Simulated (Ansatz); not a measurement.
Cost and result for the atomization energy of C$_{2}$H$_{7}$InSe (`[CH3][In]([CH3])[SeH]`) (11 atoms, 10 bonds).

Cartesian coordinates in Å:
```
C -0.385 1.514 1.511
In 0.232 0.178 -0.053
C -0.664 -1.633 -0.783
Se 2.382 0.864 -1.197
H 0.309 2.350 1.595
H -0.419 0.981 2.463
H -1.385 1.898 1.301
H -1.709 -1.708 -0.482
H -0.596 -1.664 -1.871
H -0.119 -2.489 -0.380
H 2.353 -0.289 -2.106
```

Charge 0, multiplicity 1. Correlated methods include outer-core shells of In, Se, which these sets cover unevenly. Scalar relativity is left out up to krypton. In: def2 effective core potential. The structure was optimised at the PBE0-D4/def2-TZVP level. It is one conformer, not always the lowest. Program: Ansatz. All runs use 4 threads of an Arm Neoverse V2 on a shared host. Times are those of one run each, without the atoms' runs, and a repeat can differ threefold. Electronic energies, without spin–orbit coupling; frozen cores. CCSD(T)/CBS adds CCSD(T) − MP2 in def2-TZVPP to the MP2 limit, and its time is that of the two runs behind it. T1 = 0.011. With those shells the extrapolation isn't a true limit.

CCSD(T)/CBS is a level of theory with its own doubt, some kJ/mol a heavy atom from the limit and from the frozen cores, so smaller differences don't rank the functionals.

```tsv
level	functions	wall time
PBE0-D4/def2-TZVPP	258	3.8 s
CAM-B3LYP-D4/def2-TZVPP	258	4.5 s
r2SCAN-D4/def2-TZVPP (with forces)	258	5.5 s
r2SCANh-D4/def2-TZVPP	258	6.5 s
B2PLYP/def2-TZVPP	258	7.5 s
PBE-QIDH/def2-TZVPP	258	7.5 s
ωB97X-V/def2-TZVPP	258	9 s
B97M-V/def2-TZVPP	258	12 s
CCSD(T)/def2-SVP	121	13 s
ωB97M-V/def2-TZVPP (with forces)	258	15 s
MP2/def2-QZVPP	495	26 s
CCSD(T)/def2-TZVPP	258	5.7 min
CCSD(T)/CBS(def2)	–	6.1 min
```

**Question.** What atomization energy does each give, and how far from CCSD(T)/CBS? (An estimate is asked.)

**Answer.** Computed: 
| level | atomization (kcal/mol) | difference from CCSD(T)/CBS | per bond |
| --- | --- | --- | --- |
| PBE0-D4/def2-TZVPP | 856.4 | -5.2 | -0.5 |
| CAM-B3LYP-D4/def2-TZVPP | 856.0 | -5.6 | -0.6 |
| r2SCAN-D4/def2-TZVPP (with forces) | 858.9 | -2.7 | -0.3 |
| r2SCANh-D4/def2-TZVPP | 855.6 | -6.0 | -0.6 |
| B2PLYP/def2-TZVPP | 844.9 | -16.7 | -1.7 |
| PBE-QIDH/def2-TZVPP | 853.3 | -8.3 | -0.8 |
| ωB97X-V/def2-TZVPP | 859.2 | -2.4 | -0.2 |
| B97M-V/def2-TZVPP | 855.8 | -5.8 | -0.6 |
| CCSD(T)/def2-SVP | 811.5 | -50.1 | -5.0 |
| ωB97M-V/def2-TZVPP (with forces) | 856.5 | -5.1 | -0.5 |
| MP2/def2-QZVPP | 855.3 | -6.3 | -0.6 |
| CCSD(T)/def2-TZVPP | 841.4 | -20.2 | -2.0 |
| CCSD(T)/CBS(def2) | 861.6 | 0.0 | 0.0 |

From r2SCAN to r2SCAN0 (25 % exact exchange), in def2-TZVPP and without D4, the atomization energy moves by −8.2 kcal/mol: exact exchange takes away binding that semilocal exchange gives to molecules. In def2-TZVPP, CCSD(T) changes the Hartree–Fock value by +208.0 kcal/mol (the triples alone add +11.5 kcal/mol) and MP2 by +210.1 kcal/mol; breaking electron pairs costs correlation energy, which Hartree–Fock lacks. At CCSD(T), def2-SVP lies −50.1 kcal/mol from the extrapolated value and def2-TZVPP −20.3 kcal/mol: correlation converges slowly with the basis, and small sets miss more of it in the bonded molecule than in its fragments.

Spin–orbit coupling would lower the free In atoms strongly, and the atomization energy with them, by more than many differences here. For some Ge, Se and Sn compounds the MP2-based and the directly extrapolated limit differ by 10 to 25 kJ/mol.
